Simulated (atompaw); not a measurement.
## Plane-wave convergence, PAW (atompaw) potential for nickel (Ni)

nickel (Ni), PAW, made with atompaw 4.2.0.5 (PBE, scalar-relativistic). Core [Ar], reference 3d8 4s1 4p1. Waves: 4s (bound): rc 2.55 bohr; 4s channel at 2.35 Ry: rc 2.55 bohr; 4p (bound): rc 2.55 bohr; 4p channel at 1.1 Ry: rc 2.55 bohr; 3d (bound): rc 1.55 bohr; 3d channel at -0.45 Ry: rc 1.55 bohr. Local part: troulliermartins scheme with l = 3 at 1 Ry, radius 2.30 bohr. Core correction: smooth core density matched at 2.40 bohr. Augmentation charge: sinc compensation charge, radius 2.05 bohr; PAW radius 2.55 bohr; waves and projectors: custom rrkj gramschmidtortho.

The pseudo-atom Hamiltonian at the reference potential is diagonalised in spherical Bessel functions j_l(qr) that vanish at 20 bohr, with q² up to the cutoff. All-electron valence levels (Ry): 4s -0.5059, 4p -0.1555, 3d -0.7946.

How do the lowest levels (Ry) of each channel move with the cutoff, and are there ghosts?

```
cutoff (Ry)     s #1     p #1     d #1    f #1    f #2  Σ f·Δε (mRy)
          8  -0.5058  -0.1554   0.0312  0.0933  0.2148        6606.7
         15  -0.5059  -0.1555  -0.1336  0.0933  0.2148        5287.9
         25  -0.5059  -0.1555  -0.5766  0.0933  0.2148        1743.8
         45  -0.5059  -0.1555  -0.7937  0.0933  0.2148           7.2
         60  -0.5059  -0.1555  -0.7941  0.0933  0.2148           3.5
         90  -0.5059  -0.1555  -0.7945  0.0933  0.2148           0.5
        400  -0.5059  -0.1555  -0.7946  0.0933  0.2148           0.0
```

Result: no extra level below or beside the all-electron valence levels (s, p, d, f tested); 10 mRy is reached at 45 Ry and 1 mRy at 70 Ry.
